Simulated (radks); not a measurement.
Valence configurations of Co2+ (all share [Ar]). All-electron calculation, scalar-relativistic Kohn-Sham, LDA (Slater exchange, Perdew-Wang correlation), spin-polarised, spherical densities, finite nucleus; open shells are filled with parallel spins first; Fermi nuclear charge, rms radius 3.7875 fm. Program: a radial shooting solver on a logarithmic mesh with Libxc functionals. Energies are relative to 3d7; eigenvalues in eV for spin up.

valence,E (eV),moment (Bohr magnetons),e(3d),e(4p),e(4s)
3d7,0.000,3,-28.571,-,-
3d6 4s1,5.315,5,-35.412,-,-24.331
3d6.5 4p0.5,5.714,4,-32.544,-16.690,-
3d6 4p1,12.316,5,-36.682,-18.067,-
3d5 4p2,28.724,7,-45.476,-20.530,-
3d5.5 4p1.5,19.955,6,-40.995,-19.330,-
3d5 4s2,15.912,5,-43.083,-,-26.233
3d5 4s1 4p1,21.092,7,-44.281,-19.938,-27.538
3d3.5 4p3.5,75.292,6,-59.086,-23.687,-
3d5 4s0.5 4p1.5,24.900,7,-44.883,-20.239,-27.871

NIST lists [Ar] 3d7 as the ground configuration; this level of theory agrees among the configurations tried. The energies are those of spherical high-spin densities, not of single terms.
